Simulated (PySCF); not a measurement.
## Excited states of Ce(4+) (cerium, charge +4)

Ground state [Xe], ¹S. Calculation: PySCF 2.14, in x2c-TZVPall with one added diffuse shell each of s, p, d, f type (12s8p8d5f1g, 120 functions); the spin-free X2C one-electron Hamiltonian (Gaussian nucleus). Vertical excitation energies in eV without spin-orbit coupling; excited terms of each kind are numbered among those the solver found. Frozen: [Kr].

| term | leading excitation | EOM-EE-CCSD |
| --- | --- | --- |
| 1 3D | 5p → f | 15.863 |
| 1 3G | 5p → f | 16.487 |
| 1 1G | 5p → f | 17.205 |
| 1 1F | 5p → f | 17.796 |
| 1 3F | 5p → f | 17.928 |
| 1 1D | 5p → f | 18.249 |
| 1 3P° | 5p → d | 23.328 |
| 1 3F° | 5p → d | 24.115 |
| 1 1D° | 5p → d | 25.319 |
| 1 3D° | 5p → d | 25.508 |
| 1 1F° | 5p → d | 25.695 |
| 1 1P° | 5p → d | 30.792 |

The spin-orbit splitting of the hole, absent here, rivals or exceeds the spacing of these terms, so the LS terms are model states.

The solver can miss terms.
